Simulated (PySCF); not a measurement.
C2H8InN, SMILES C[N]([InH2])C.

Geometry optimised at B3LYP-D3(BJ)/def2-SVP. The structure was generated by enumeration; whether it is a known compound was not checked. The def2 effective core potentials stand for the cores of In; spin–orbit coupling is left out.

Two levels are set side by side: PBE/def2-TZVP (PySCF) and ωB97X/def2-TZVP (PySCF). Same geometry, gas phase. Differences are taken from unrounded values.

| quantity | ωB97X |
|---|---|
| orbital gap (eV) | 8.60 |
| highest occupied level (eV) | -8.20 |
| lowest empty level (eV) | 0.41 |
| dipole moment (D) | 0.15 |
| mean polarisability (bohr³) | 73.8 |

**Question.** What does PBE give, and how far is it from ωB97X? (An estimate is asked for; the answer gives what the named calculation found.)

**Answer.** 
| quantity | PBE | PBE minus ωB97X |
|---|---|---|
| orbital gap (eV) | 2.88 | -5.73 |
| highest occupied level (eV) | -4.78 | 3.41 |
| lowest empty level (eV) | -1.91 | -2.31 |
| dipole moment (D) | 0.29 | 0.14 |
| mean polarisability (bohr³) | 80.9 | 7.1 |

Without exact exchange PBE keeps part of each electron's self-repulsion, which lifts occupied levels and narrows the gap. Loosely held outer electrons make PBE densities more polarisable. Differences between two approximate levels are no errors against the true value.

Rough cost on one machine, each run with all the roots and properties that it gave: ωB97X against PBE within a factor of 2.
